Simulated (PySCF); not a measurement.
C₅H₄O₂, SMILES C=C=C1OC=CO1.

Coordinates come from a TPSSh-D3(BJ)/def2-SVP optimisation. The structure was generated by enumeration, and PubChem lists no compound with its InChIKey, so it may never have been made.

Two levels are set side by side: PBE/def2-TZVP (PySCF) and r2SCAN/def2-TZVP (PySCF). Same geometry, gas phase. Differences are taken from unrounded values.

```tsv
quantity	r2SCAN	PBE	PBE minus r2SCAN
orbital gap (eV)	3.35	2.96	-0.39
highest occupied level (eV)	-4.64	-4.47	0.16
lowest empty level (eV)	-1.29	-1.51	-0.22
dipole moment (D)	1.66	1.63	-0.03
mean polarisability (bohr³)	68.7	69.8	1.1
```

Rough cost on one machine, each run with all the roots and properties that it gave: r2SCAN against PBE about 4 times.
